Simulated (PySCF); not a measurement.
How good is the calculation?

Structure with atom numbers: `[CH3:1][CH2:2][c:3]1[cH:4][cH:5][cH:6][cH:7][cH:8]1`; H(Xn) means a hydrogen on atom n.

Published estimates (parent shift plus substituent increments) and measurements: δ ¹³C C3 144.1; C5/C7 128.5; C4/C8 128.1; C6 125.9 ppm (estimated from measurements, as parent shift plus tabulated substituent increment; solution, CCl4; Levy, Lichter, Nelson pp. 111-112; Breitmaier, Voelter pp. 256-258, as tabulated by Wired Chemist).
δ ¹³C C2 29.1; C1 15.8; δ ¹H H(C2) 2.63; H(C1) 1.21 ppm (measured; solution, not stated per compound (mostly CDCl3 or CCl4); Pretsch, Buehlmann, Badertscher, Structure Determination of Organic Compounds, 4th ed. (2009)).
δ ¹³C C5/C7 128.4; C4/C8 127.9; C6 125.7; δ ¹H H(C5)/H(C7) 7.29; H(C4)/H(C8) 7.20; H(C6) 7.16 ppm (estimated from measurements, as parent shift plus tabulated substituent increment; solution, not stated per compound (mostly CDCl3 or CCl4); Pretsch, Buehlmann, Badertscher, Structure Determination of Organic Compounds, 4th ed. (2009)).

Level of theory: geometry: PBE0-D3(BJ)/def2-SVP, σ from GIAO-PBE0/pcSseg-1, in PySCF 2.14 (averaged over atoms made equivalent by symmetry, fast rotation or ring inversion, relativity neglected, one computed conformer, no solvent model).

Q: How close does the calculation come?

A: 
Reference values: estimated from measurements, as parent shift plus tabulated substituent increment (solution, CCl4; Levy, Lichter, Nelson pp. 111-112; Breitmaier, Voelter pp. 256-258, as tabulated by Wired Chemist).
```tsv
atoms	quantity	reference	computed	computed, scaled
C3	δ ¹³C	144.1	150.5	145.5
C5/C7	δ ¹³C	128.5	134.1	129.6
C4/C8	δ ¹³C	128.1	134.0	129.5
C6	δ ¹³C	125.9	131.3	126.9
```

Reference values: measured (solution, not stated per compound (mostly CDCl3 or CCl4); Pretsch, Buehlmann, Badertscher, Structure Determination of Organic Compounds, 4th ed. (2009)).
```tsv
atoms	quantity	reference	computed	computed, scaled
C2	δ ¹³C	29.1	33.5	31.9
C1	δ ¹³C	15.8	21.3	20.0
H(C2)	δ ¹H	2.63	2.47	2.56
H(C1)	δ ¹H	1.21	1.14	1.30
```

Reference values: estimated from measurements, as parent shift plus tabulated substituent increment (solution, not stated per compound (mostly CDCl3 or CCl4); Pretsch, Buehlmann, Badertscher, Structure Determination of Organic Compounds, 4th ed. (2009)).
```tsv
atoms	quantity	reference	computed	computed, scaled
C5/C7	δ ¹³C	128.4	134.1	129.6
C4/C8	δ ¹³C	127.9	134.0	129.5
C6	δ ¹³C	125.7	131.3	126.9
H(C5)/H(C7)	δ ¹H	7.29	7.42	7.25
H(C4)/H(C8)	δ ¹H	7.20	7.30	7.13
H(C6)	δ ¹H	7.16	7.30	7.14
```

Computed shifts are σ(ref) − σ with the named reference compound (TMS for H and C) calculated as an isolated molecule at the same level. The measured values may be among those fitted. Expected solution values come from regression of measured δ (H and C: mostly CDCl3, vs TMS) on computed σ: ¹³C: δ = 178.46 − 0.972σ (rms 2.0 ppm, 209 shifts, 2.2 ppm with the 3 outliers that the fit left out); ¹H: δ = 29.85 − 0.948σ (rms 0.21 ppm, 133 shifts). Occasional misses reach two or three times the rms, and more in compound classes unlike the fitted ones.

Q: How far are the unscaled ¹³C shifts from the references?

A: Mean signed difference +5.62 ppm, mean absolute 5.62 ppm over 9 comparisons; the largest is +6.4 ppm at C3 (substituted aromatic carbon).

Q: How far are the unscaled ¹H shifts from the references?

A: Mean signed difference +0.03 ppm, mean absolute 0.12 ppm over 5 comparisons; the largest is -0.16 ppm at H(C2) (hydrogen on an sp3 CH2 on an aromatic ring).
